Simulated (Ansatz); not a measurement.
Reaction (formal hydrolysis of the Sn–Cl bond): `[OH][SnH]([OH])[Cl]` + H₂O → `[OH][SnH]([OH])[OH]` + HCl

Gas-phase electronic energies from Ansatz, PBE0-D4/def2-TZVP geometries. CCSD(T)/CBS adds triple-zeta CCSD(T) − MP2 to the extrapolated MP2 energy (def2 sets, frozen cores). This one scheme is used for every species. DFT in def2-TZVPP. Elements past krypton have def2 core potentials. For Sn outer-core shells are correlated without core-valence functions, which leaves a few kJ/mol of doubt a bond. Each species was taken in one conformer, which may not be the lowest.

| level | ΔE (kcal/mol) | difference from CCSD(T)/CBS |
| --- | --- | --- |
| LDA (SPW92) | 15.5 | -0.6 |
| r2SCAN0-D4 | 17.3 | 1.2 |
| CAM-B3LYP-D4 | 15.4 | -0.7 |
| B2PLYP | 15.5 | -0.6 |
| PBE-QIDH | 16.8 | 0.7 |
| r2SCANh | 16.7 | 0.6 |
| MP2/def2-SVP | 15.4 | -0.7 |
| HF/def2-QZVPP | 17.7 | 1.6 |
| HF/CBS(def2) | 17.7 | 1.6 |
| MP2/CBS(def2) | 16.8 | 0.7 |
| CCSD(T)/CBS | 16.1 | 0 |

Largest T1 diagnostic among the species: 0.014.

From PBE to PBE0 (25 % exact exchange), in def2-TZVPP and without D4, ΔE moves by +1.1 kcal/mol. Leaving LDA and LC-ωPBE aside and taking each functional with its dispersion term where it has one, the values, not all of them listed here, spread over 2.1 kcal/mol, from BLYP-D4 to HSE06-D4.
